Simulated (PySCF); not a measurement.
Multinuclear NMR of C₅H₇FSi

Atoms are numbered as in `[F:1][CH2:2][C:3]1=[CH:4][SiH2:5][CH:6]=[CH:7]1`; H(Xn) means a hydrogen on atom n.

Level of theory: GFN2-xTB structure, shielding tensors at PBE0/pcSseg-1 (GIAO), in PySCF (a single conformation, non-relativistic, rapidly exchanging positions averaged, no solvent).

(1) Predict the 19F NMR data.

(2) Where does 29Si resonate?

## Answers

(1) 
| atoms | environment | σ (ppm) | δ (ppm) |
| --- | --- | --- | --- |
| F1 | fluorine on an sp3 carbon | 427.9 | -225.6 |

Shieldings were converted by a linear fit to measured shifts: 19F (scatter 6.0 ppm rms, 7.0 ppm with the 5 outliers that the fit left out vs CFCl3, solution or neat liquid, with a term for F on sp3 carbon). A few per cent of atoms miss by over 2 rms, more outside the fitted compound classes.

On a 500 MHz spectrometer 19F resonates near 470.5 MHz, so 1 ppm is 470.5 Hz.

(2) 
| atoms | environment | σ (ppm) | δ (ppm) |
| --- | --- | --- | --- |
| Si5 | silicon bonded to 2 C, 2 H, in a 5-membered ring | 391.4 | -41.8 |

Shieldings were converted by a linear fit to measured shifts: 29Si: δ = 279.94 − 0.822σ (rms 8.9 ppm, 72 shifts, 25.8 ppm with the 6 outliers that the fit left out vs TMS, solution or neat liquid). A few per cent of atoms miss by over 2 rms, more outside the fitted compound classes.

On a 500 MHz spectrometer 29Si resonates near 99.3 MHz, so 1 ppm is 99.3 Hz.
